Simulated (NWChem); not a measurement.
System: BHBrF; SMILES B(Br)F

```xyz
4

B     -0.5611    -1.0602     0.0000
H     -1.7384    -1.3038     0.0000
F      0.3166    -2.0327     0.0000
Br     0.0543     0.7410     0.0000
```
Atoms are numbered in this order, from 1.

Results from NWChem. Pople sets run with spherical d functions. STO-3G and 3-21G are far too small for this property and stand as cheap habits. Coordinates come from a PBE0/def2-SVP optimisation. Field at 589 nm.

Q: Order these by “isotropic polarisability (bohr³)”, lowest first: B3LYP/STO-3G; B3LYP/6-31G*; B3LYP/def2-TZVPD.

A: B3LYP/STO-3G (11.7), B3LYP/6-31G* (27.3), B3LYP/def2-TZVPD (38.5)
